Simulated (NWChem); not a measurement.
The numbers come from NWChem runs, not from measurements. System: CAgClO, charge 0, spin multiplicity 1, at a geometry optimised with PBE/def2-SVP with def2 effective core potentials on Ag. The structure started from a generated list of species. Level: TD-B3LYP/def2-SVP with def2 effective core potentials on Ag, VWN1-RPA local correlation.

The NWChem input:

```
start mol
memory heap 200 mb stack 800 mb global 1000 mb
geometry units angstroms nocenter noautoz
  Ag     0.000000     0.000000     0.023086
  Cl     0.000000     0.000000    -2.244834
  O      0.000000     0.000000     3.139034
  C      0.000000     0.000000     1.994144
  symmetry group C2v
end
basis spherical
  * library def2-svp
end
ecp
  Ag library def2-ecp
end
dft
  xc b3lyp
  semidirect memsize 60000000 filesize 0
  iterations 100
end
tddft
  rpa
  nroots 8
  notriplet
  thresh 1e-4
end
task tddft energy
```

Part of the output:

```
             Northwest Computational Chemistry Package (NWChem) 7.3.0
             --------------------------------------------------------

                                NWChem Input Module
                                -------------------

 Scaling coordinates for geometry "geometry" by  1.889725989
 (inverse scale =  0.529177249)

 Turning off AUTOSYM since
 SYMMETRY directive was detected!

                             Geometry "geometry" -> ""
                             -------------------------

 Output coordinates in angstroms (scale by  1.889725989 to convert to a.u.)

  No.       Tag          Charge          X              Y              Z
 ---- ---------------- ---------- -------------- -------------- --------------
    1 Ag                  47.0000     0.00000000     0.00000000     0.02308600
    2 Cl                  17.0000     0.00000000     0.00000000    -2.24483400
    3 O                    8.0000     0.00000000     0.00000000     3.13903400
    4 C                    6.0000     0.00000000     0.00000000     1.99414400

 Effective nuclear repulsion energy (a.u.)     374.2836716434

            Nuclear Dipole moment (a.u.)
            ----------------------------
        X                 Y               Z
 ---------------- ---------------- ----------------
     0.0000000000     0.0000000000     0.0000000000

      Symmetry information
      --------------------

 Group name             C2v
 Group number             16
 Group order               4
 No. of unique centers     4

      Symmetry unique atoms

     1    2    3    4


 Summary of "ao basis" -> "" (spherical)
 ------------------------------------------------------------------------------
       Tag                 Description            Shells   Functions and Types
 ---------------- ------------------------------  ------  ---------------------
 *                          def2-svp                  on all atoms

                                 NWChem DFT Module
                                 -----------------

 Summary of "ao basis" -> "ao basis" (spherical)
 ------------------------------------------------------------------------------
       Tag                 Description            Shells   Functions and Types
 ---------------- ------------------------------  ------  ---------------------
 Ag                         def2-svp                11       31   5s3p2d1f
 Cl                         def2-svp                 8       18   4s3p1d
 O                          def2-svp                 6       14   3s2p1d
 C                          def2-svp                 6       14   3s2p1d

 Summary of "ao basis" -> "ao basis" (spherical)
 ------------------------------------------------------------------------------
       Tag                 Description            Shells   Functions and Types
 ---------------- ------------------------------  ------  ---------------------
 Ag                         def2-svp                11       31   5s3p2d1f
 Cl                         def2-svp                 8       18   4s3p1d
 O                          def2-svp                 6       14   3s2p1d
 C                          def2-svp                 6       14   3s2p1d

      Symmetry analysis of basis
      --------------------------

        a1         37
        a2          6
        b1         17
        b2         17

            General Information
            -------------------
          SCF calculation type: DFT
          Wavefunction type:  closed shell.
          No. of atoms     :     4
          No. of electrons :    50
           Alpha electrons :    25
            Beta electrons :    25
          Charge           :     0
          Spin multiplicity:     1
          Use of symmetry is: off; symmetry adaption is: on
          Maximum number of iterations: 100
          AO basis - number of functions:    77
                     number of shells:    31
          Convergence on energy requested:  1.00D-06
          Convergence on density requested:  1.00D-05
          Convergence on gradient requested:  5.00D-04

              XC Information
              --------------
                         B3LYP Method XC Potential
                     Hartree-Fock (Exact) Exchange  0.200
                        Slater Exchange Functional  0.800 local
                    Becke 1988 Exchange Functional  0.720 non-local
              Lee-Yang-Parr Correlation Functional  0.810
                  VWN I RPA Correlation Functional  0.190 local

             Grid Information
             ----------------
          Grid used for XC integration:  medium
          Radial quadrature: Mura-Knowles
          Angular quadrature: Lebedev.
          Tag              B.-S. Rad. Rad. Pts. Rad. Cut. Ang. Pts.
          ---              ---------- --------- --------- ---------
          Ag                  1.60      123           8.0       590
          Cl                  1.00       88          11.0       590
          O                   0.60       49          12.0       434
          C                   0.70       49          10.0       434
          Grid pruning is: on
          Number of quadrature shells:   309
          Spatial weights used:  Erf1

          Convergence Information
          -----------------------
          Convergence aids based upon iterative change in
          total energy or number of iterations.
          Levelshifting, if invoked, occurs when the
          HOMO/LUMO gap drops below (HL_TOL):  1.00D-02
          DIIS, if invoked, will attempt to extrapolate
          using up to (NFOCK): 10 stored Fock matrices.

                    Damping( 0%)  Levelshifting(0.5)       DIIS
[...]
--------------------------------------------------------

  Entering Davidson iterations
  Restricted singlet excited states

  Iter   NTrls   NConv    DeltaV     DeltaE      Time
  ----  ------  ------  ---------  ---------  ---------
    1      8       0     0.23E+00   0.10+100       19.9
    2     24       0     0.52E-01   0.20E-01       26.6
    3     40       0     0.19E-01   0.64E-03       26.1
    4     56       1     0.87E-02   0.13E-03       26.6
    5     68       5     0.27E-02   0.22E-04       22.9
    6     74       5     0.37E-03   0.25E-05       17.5
    7     80       8     0.77E-04   0.60E-07       17.6
  ----  ------  ------  ---------  ---------  ---------
  Convergence criterion met

  Ground state a1       -720.371041741102 a.u.

  ----------------------------------------------------------------------------
  Root   1 singlet a2             0.128516153 a.u.                3.4971 eV
  ----------------------------------------------------------------------------
     Transition Moments    X -0.00000   Y -0.00000   Z -0.00000
     Transition Moments   XX -0.00000  XY -0.00000  XZ -0.00000
     Transition Moments   YY  0.00000  YZ -0.00000  ZZ  0.00000
     Dipole Oscillator Strength                    0.0000000000
     Electric Quadrupole                           0.0000000000
     Magnetic Dipole                               0.0000000000
     Total Oscillator Strength                     0.0000000000

          sigma_e =   1.6908 Angstrom
          sigma_h =   1.4391 Angstrom
         |d_h->e| =   3.6752 Angstrom
            d_exc =   4.2927 Angstrom
            d_CD1 =   3.9269 Angstrom
            d_CD2 =   2.1103 Angstrom
            d_CD3 =   7.9679 Angstrom
     Pearson C.C. =   0.0020

     Occ.   24  b2  ---  Virt.   26  b1  -0.70564 X
     Occ.   25  b1  ---  Virt.   27  b2   0.70564 X
  ----------------------------------------------------------------------------
  Root   2 singlet a1             0.130301009 a.u.                3.5457 eV
  ----------------------------------------------------------------------------
     Transition Moments    X -0.00000   Y -0.00000   Z  0.00000
     Transition Moments   XX  0.44804  XY  0.00000  XZ  0.00000
     Transition Moments   YY -0.44804  YZ  0.00000  ZZ  0.00000
     Dipole Oscillator Strength                    0.0000000000
     Electric Quadrupole                           0.0000000024
     Magnetic Dipole                               0.0000000000
     Total Oscillator Strength                     0.0000000024

          sigma_e =   1.6833 Angstrom
          sigma_h =   1.4417 Angstrom
         |d_h->e| =   3.6808 Angstrom
            d_exc =   4.2946 Angstrom
            d_CD1 =   3.9224 Angstrom
            d_CD2 =   2.1183 Angstrom
            d_CD3 =   7.9754 Angstrom
     Pearson C.C. =   0.0034

     Occ.   24  b2  ---  Virt.   27  b2   0.70603 X
     Occ.   25  b1  ---  Virt.   26  b1  -0.70603 X
  ----------------------------------------------------------------------------
  Root   3 singlet a2             0.130301013 a.u.                3.5457 eV
  ----------------------------------------------------------------------------
     Transition Moments    X  0.00000   Y -0.00000   Z -0.00000
     Transition Moments   XX  0.00000  XY -0.44804  XZ  0.00000
     Transition Moments   YY -0.00000  YZ -0.00000  ZZ -0.00000
     Dipole Oscillator Strength                    0.0000000000
     Electric Quadrupole                           0.0000000024
     Magnetic Dipole                               0.0000000000
     Total Oscillator Strength                     0.0000000024

          sigma_e =   1.6833 Angstrom
          sigma_h =   1.4417 Angstrom
         |d_h->e| =   3.6808 Angstrom
            d_exc =   4.2946 Angstrom
            d_CD1 =   3.9224 Angstrom
            d_CD2 =   2.1183 Angstrom
            d_CD3 =   7.9754 Angstrom
     Pearson C.C. =   0.0034

     Occ.   24  b2  ---  Virt.   26  b1   0.70603 X
     Occ.   25  b1  ---  Virt.   27  b2   0.70603 X
  ----------------------------------------------------------------------------
  Root   4 singlet a1             0.152916124 a.u.                4.1611 eV
  ----------------------------------------------------------------------------
     Transition Moments    X -0.00000   Y  0.00000   Z  1.21742
     Transition Moments   XX  0.17698  XY  0.00000  XZ -0.00000
     Transition Moments   YY  0.17698  YZ  0.00000  ZZ  0.48396
     Dipole Oscillator Strength                    0.1510915530
     Electric Quadrupole                           0.0000000006
     Magnetic Dipole                               0.0000000000
     Total Oscillator Strength                     0.1510915536

          sigma_e =   1.5935 Angstrom
          sigma_h =   1.3137 Angstrom
         |d_h->e| =   3.8645 Angstrom
            d_exc =   4.3970 Angstrom
            d_CD1 =   4.1443 Angstrom
            d_CD2 =   2.4109 Angstrom
            d_CD3 =   8.2616 Angstrom
     Pearson C.C. =  -0.0321

     Occ.   18  b2  ---  Virt.   27  b2   0.06496 X
     Occ.   19  b1  ---  Virt.   26  b1  -0.06496 X
     Occ.   22  a1  ---  Virt.   28  a1   0.06590 X
     Occ.   23  a1  ---  Virt.   28  a1   0.14304 X
     Occ.   24  b2  ---  Virt.   27  b2  -0.69523 X
     Occ.   24  b2  ---  Virt.   27  b2   0.05186 Y
     Occ.   25  b1  ---  Virt.   26  b1  -0.69523 X
     Occ.   25  b1  ---  Virt.   26  b1   0.05186 Y
  ----------------------------------------------------------------------------
  Root   5 singlet b1             0.153422031 a.u.                4.1748 eV
  ----------------------------------------------------------------------------
     Transition Moments    X  0.39058   Y -0.02353   Z  0.00000
     Transition Moments   XX  0.00000  XY -0.00000  XZ  0.19745
     Transition Moments   YY  0.00000  YZ -0.01189  ZZ  0.00000
     Dipole Oscillator Strength                    0.0156598531
     Electric Quadrupole                           0.0000000008
     Magnetic Dipole                               0.0000000521
     Total Oscillator Strength                     0.0156599060

          sigma_e =   1.6063 Angstrom
          sigma_h =   1.6130 Angstrom
         |d_h->e| =   3.0065 Angstrom
            d_exc =   3.7652 Angstrom
            d_CD1 =   3.0132 Angstrom
            d_CD2 =   1.3969 Angstrom
            d_CD3 =   6.7717 Angstrom
     Pearson C.C. =   0.0085

     Occ.   22  a1  ---  Virt.   26  b1   0.09084 X
     Occ.   23  a1  ---  Virt.   26  b1  -0.99255 X
     Occ.   23  a1  ---  Virt.   27  b2   0.05979 X
  ----------------------------------------------------------------------------
  Root   6 singlet b2             0.153422031 a.u.                4.1748 eV
  ----------------------------------------------------------------------------
     Transition Moments    X  0.02353   Y  0.39058   Z -0.00000
     Transition Moments   XX -0.00000  XY  0.00000  XZ  0.01189
     Transition Moments   YY -0.00000  YZ  0.19745  ZZ -0.00000
     Dipole Oscillator Strength                    0.0156598532
     Electric Quadrupole                           0.0000000008
     Magnetic Dipole                               0.0000000521
     Total Oscillator Strength                     0.0156599061

          sigma_e =   1.6063 Angstrom
          sigma_h =   1.6130 Angstrom
         |d_h->e| =   3.0065 Angstrom
            d_exc =   3.7652 Angstrom
            d_CD1 =   3.0132 Angstrom
            d_CD2 =   1.3969 Angstrom
            d_CD3 =   6.7717 Angstrom
     Pearson C.C. =   0.0085

     Occ.   22  a1  ---  Virt.   27  b2   0.09084 X
     Occ.   23  a1  ---  Virt.   26  b1  -0.05979 X
     Occ.   23  a1  ---  Virt.   27  b2  -0.99255 X
  ----------------------------------------------------------------------------
  Root   7 singlet b1             0.213717106 a.u.                5.8155 eV
  ----------------------------------------------------------------------------
     Transition Moments    X -0.52343   Y -0.03856   Z -0.00000
     Transition Moments   XX  0.00000  XY -0.00000  XZ  1.07413
     Transition Moments   YY -0.00000  YZ  0.07913  ZZ  0.00000
     Dipole Oscillator Strength                    0.0392472692
     Electric Quadrupole                           0.0000000603
     Magnetic Dipole                               0.0000002674
     Total Oscillator Strength                     0.0392475968

          sigma_e =   2.3190 Angstrom
          sigma_h =   1.4195 Angstrom
         |d_h->e| =   1.6408 Angstrom
            d_exc =   3.1755 Angstrom
            d_CD1 =   2.5402 Angstrom
            d_CD2 =  -0.2284 Angstrom
            d_CD3 =   4.8163 Angstrom
     Pearson C.C. =   0.0002

     Occ.   22  a1  ---  Virt.   26  b1   0.06726 X
     Occ.   24  b2  ---  Virt.   28  a1   0.07274 X
     Occ.   25  b1  ---  Virt.   28  a1   0.98746 X
     Occ.   25  b1  ---  Virt.   31  a1  -0.09957 X
  ----------------------------------------------------------------------------
  Root   8 singlet b2             0.213717107 a.u.                5.8155 eV
  ----------------------------------------------------------------------------
     Transition Moments    X -0.03856   Y  0.52343   Z -0.00000
     Transition Moments   XX -0.00000  XY -0.00000  XZ  0.07913
     Transition Moments   YY  0.00000  YZ -1.07413  ZZ  0.00000
     Dipole Oscillator Strength                    0.0392472688
     Electric Quadrupole                           0.0000000603
     Magnetic Dipole                               0.0000002674
     Total Oscillator Strength                     0.0392475965

          sigma_e =   2.3190 Angstrom
          sigma_h =   1.4195 Angstrom
         |d_h->e| =   1.6408 Angstrom
            d_exc =   3.1755 Angstrom
            d_CD1 =   2.5402 Angstrom
            d_CD2 =  -0.2284 Angstrom
            d_CD3 =   4.8163 Angstrom
     Pearson C.C. =   0.0002

     Occ.   22  a1  ---  Virt.   27  b2  -0.06726 X
     Occ.   24  b2  ---  Virt.   28  a1  -0.98746 X
     Occ.   24  b2  ---  Virt.   31  a1   0.09957 X
     Occ.   25  b1  ---  Virt.   28  a1   0.07274 X

              Target root =      1
          Target symmetry = none
      Ground state energy =   -720.371041741102
        Excitation energy =      0.128516153185
     Excited state energy =   -720.242525587917

  stored tddft:energy   -720.24252558791727

 Task  times  cpu:      167.2s     wall:      167.2s

 Total times  cpu:      167.2s     wall:      167.2s
```
